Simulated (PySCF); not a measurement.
From one molecule to another.

First species: C4H11NSi2.
SMILES: `CN([SiH2]C#C[SiH3])C`

Second species: C4H7ClSSi.
SMILES with atom numbers: `[SiH3:1][C@@H:2]1[CH:3]=[C:4]([Cl:5])[S:6][CH2:7]1` (hydrogens: H8, H9, H10 on Si1; H11 on C2; H12 on C3; H13, H14 on C7)

Structure used (GFN2-xTB), in Å, numbered top down from 1:
```
atom  x, y, z in Å
Si1   -1.733   -0.303    0.606
C2    -0.231   -0.283   -0.598
C3     0.932   -0.925    0.080
C4     1.815   -0.077    0.596
Cl5    3.197   -0.479    1.521
S6     1.462    1.628    0.283
C7     0.208    1.136   -0.955
H8    -2.857    0.317   -0.098
H9    -1.386    0.458    1.802
H10   -2.014   -1.699    0.929
H11   -0.487   -0.824   -1.513
H12    0.999   -1.993    0.187
H13    0.692    1.179   -1.934
H14   -0.599    1.865   -0.929
```

Levels: PBE0/def2-SVPD for dipole moment, HOMO energy, LUMO energy, HOMO–LUMO gap, static isotropic polarisability and electronic spatial extent ⟨r²⟩ about the centre of nuclear charge; TDDFT PBE0/def2-SVPD for lowest singlet excitation; TDA PBE0/def2-SVPD for lowest triplet excitation (Tamm–Dancoff); GFN2-xTB for rotational constant A and rotational constant C. Geometries: GFN2-xTB. Each species is one conformer at its optimised geometry, gas phase, non-relativistic unless stated. Electronic properties by PySCF.

Dipoles, sizes and rotational constants follow the conformer. The torsions of the flexible species, by atom-mapped SMILES:
- `[CH3:1][N:2]([CH3:3])[SiH2:4][C:5]#[C:6][SiH3:7]`: C1–N2–Si4–C5 165°

| property | column X | column Y |
| --- | --- | --- |
| dipole moment | 0.80 D | 2.61 D |
| HOMO energy | -6.41 eV | -6.09 eV |
| LUMO energy | -0.60 eV | -0.37 eV |
| HOMO–LUMO gap | 5.81 eV | 5.72 eV |
| lowest singlet excitation | 4.70 eV | 4.62 eV |
| lowest triplet excitation (Tamm–Dancoff) | 4.54 eV | 3.42 eV |
| static isotropic polarisability | 112.1 au | 106.2 au |
| electronic spatial extent ⟨r²⟩ about the centre of nuclear charge | 1969 bohr² | 1445 bohr² |
| rotational constant A | 4.409 GHz | 2.547 GHz |
| rotational constant C | 0.578 GHz | 0.800 GHz |

Question: Which column belongs to which species?

Answer: Column X is the first species and column Y the second. The first has 18 atoms and 70 electrons, the second 14 and 78.

Question: How does each property change from the first species to the second?

Answer: dipole moment +1.81 D; HOMO energy +0.32 eV; LUMO energy +0.23 eV; HOMO–LUMO gap -0.09 eV; lowest singlet excitation -0.08 eV; lowest triplet excitation (Tamm–Dancoff) -1.12 eV; static isotropic polarisability -5.9 au; electronic spatial extent ⟨r²⟩ about the centre of nuclear charge -524 bohr²; rotational constant A -1.862 GHz; rotational constant C +0.222 GHz.

On the first: The polarisability is 16.61 Å³ as a volume (1 au = 0.148185 Å³), or 1.60 au for each of the 70 electrons. In atomic units the dipole is 0.32 e·bohr (1 au = 2.5417 D).

On the second: The vertical singlet–triplet gap S1 − T1 is 1.20 eV (TDDFT singlet less Tamm–Dancoff triplet; S1: HOMO→LUMO+1, weight 0.57; T1: HOMO→LUMO, weight 0.90). S1 lies 1.10 eV below the HOMO–LUMO gap; its leading configuration is HOMO→LUMO+1, weight 0.57.
